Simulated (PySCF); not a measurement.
phosphorus nitride (NP), SMILES N#P. The structure is a stationary point at B3LYP-D3(BJ)/def2-TZVPD.

Computed with B3LYP-D3(BJ)/def2-TZVPD (PySCF).

Harmonic wavenumbers (cm⁻¹): 1405. Rotational constants (GHz): 23.85 (linear); symmetry number 1.

### Question
Work out the zero-point energy and the ideal-gas rigid-rotor harmonic-oscillator thermochemistry at 298.15 K and 1 atm.

### Answer
ZPE = ½ Σ hcν = ½ × 1405 cm⁻¹ = 8.40 kJ/mol. H − E(el) = 17.10 kJ/mol. Entropy in J/(mol K): translation 156.22, rotation 54.56, vibration 0.07, total 210.85. G − E(el) = -45.77 kJ/mol. Cp = 29.54 J/(mol K).
